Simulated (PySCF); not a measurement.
# Exercise with solution: oscillator strength and radiative lifetime

C6H14S2, SMILES CSCCCCSC.

The structure is a stationary point at B3LYP-D3(BJ)/def2-SVP. The values are those of a single conformer.

PySCF with TDA-ωB97X/def2-SVP puts the first singlet state with f over 0.02 at 7.70 eV (vertical), with the transition dipole (0.000, 0.000, -0.333) in atomic units.

Q: Find the oscillator strength, the wavelength and the radiative lifetime that this transition would have in vacuum if emission retraced absorption.

A: 
|μ|² = 0.1109 au, so |μ| = 0.85 D. ΔE = 7.70/27.211 = 0.2830 hartree. f = (2/3) ΔE |μ|² = 0.021 (the program prints 0.021).
λ = 1239.84/7.70 = 161 nm; ν = 62105 cm⁻¹.
Einstein's coefficient A = 0.6670 ν² f s⁻¹ (ν in cm⁻¹) = 5.4e7 s⁻¹, so τ = 1/A = 19 ns. This state is S3; the lower singlets have f = 0.000, 0.000. The figure is the radiative limit of this one transition; relaxation, internal conversion, crossing to triplets and a medium change what is measured.
